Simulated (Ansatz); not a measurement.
CH₆FGaSi (`F[CH2][GaH][SiH3]`). The species carries charge 0 and has multiplicity 1.

```xyz
10

F    -2.301   -2.029    0.178
C    -1.710   -0.772    0.206
Ga    0.256   -0.828   -0.119
Si    1.513    1.238   -0.129
H    -2.205   -0.145   -0.546
H    -1.923   -0.316    1.181
H     0.949   -2.215   -0.364
H     2.170    1.436   -1.452
H     2.586    1.198    0.904
H     0.666    2.433    0.141
```

Problem. List the harmonic frequencies (cm⁻¹, unscaled) at PBE0-D4/def2-TZVP in Ansatz. (An estimate is asked.)

Solution. Ansatz gave: 32, 63, 76, 241, 329, 342, 429, 440, 549, 634, 656, 862, 934, 942, 1056, 1246, 1273, 1448, 1961, 2200, 2208, 2213, 3019, 3067.

Problem. Is this a minimum?

Solution. Yes, all 24 modes are real.

Problem. Give the ideal-gas thermochemistry at 298.15 K and 1 bar (rigid rotor, harmonic oscillator; point group Cs, symmetry number 1).

Solution. Zero-point energy 156.8 kJ/mol; H(298) − E = 179.7 kJ/mol; entropy 374.9 J/(mol·K), of which translation 170.0, rotation 113.4, vibration 91.5; G(298) − E = 68.0 kJ/mol. Modes under 100 cm⁻¹ are hindered rotations or soft bends, so the harmonic entropy is rough.

Problem. And at 400, 500, 600, 800 and 1000 K?

Solution. 
| T (K) | H − E (kJ/mol) | S (J/mol/K) | G − E (kJ/mol) |
| --- | --- | --- | --- |
| 400 | 192.2 | 410.6 | 27.9 |
| 500 | 206.0 | 441.4 | -14.7 |
| 600 | 221.2 | 469.0 | -60.3 |
| 800 | 254.6 | 517.0 | -159.0 |
| 1000 | 291.2 | 557.8 | -266.6 |

Problem. Rotational constants (cm⁻¹)?

Solution. 0.3811, 0.04824, 0.04382.
